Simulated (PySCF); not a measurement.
**How methods differ on the ionisation energy of Hf(39+)**

Hf(39+) [Ar] 3d10 4s2 4p3 (4S) → Hf(40+) [Ar] 3d10 4s2 4p2 (3P), as a difference of total energies. Computed with PySCF 2.14 in an uncontracted even-tempered set (19 s from 4.1 bohr⁻², ratio 2.5; 14 p from 5.3 bohr⁻², ratio 2.5; 8 d from 9.5 bohr⁻², ratio 2.5; 4 f from 27 bohr⁻², ratio 2.7; 4 g from 40 bohr⁻², ratio 2.7), with the spin-free X2C one-electron Hamiltonian (Gaussian nucleus). Correlated levels: outer shells: [Ne] frozen; virtual orbitals above 40 to 60 times the deepest correlated orbital energy dropped. The calculations carry no spin-orbit coupling.

```json
{"method": "UHF", "ionisation energy (eV)": "1859.3"}
{"method": "LDA", "ionisation energy (eV)": "1860.5"}
{"method": "PBE", "ionisation energy (eV)": "1860.0"}
{"method": "PBE0", "ionisation energy (eV)": "1860.2"}
{"method": "r2SCAN", "ionisation energy (eV)": "1860.8"}
{"method": "PBEsol", "ionisation energy (eV)": "1860.0"}
{"method": "B3LYP", "ionisation energy (eV)": "1860.5"}
{"method": "MP2 (outer shells)", "ionisation energy (eV)": "1860.5"}
{"method": "SCS-MP2 (outer shells)", "ionisation energy (eV)": "1860.1"}
```

Spin-orbit coupling is strong in these open shells (close to jj coupling). The scalar numbers leave it out and a first-order estimate fails, so it can dominate the gap to the real levels.

Breit and QED terms and the two-electron picture change are absent.

For comparison: 1827 ± 4 eV (theoretical estimate listed by NIST; NIST Atomic Spectra Database, ionization energies).
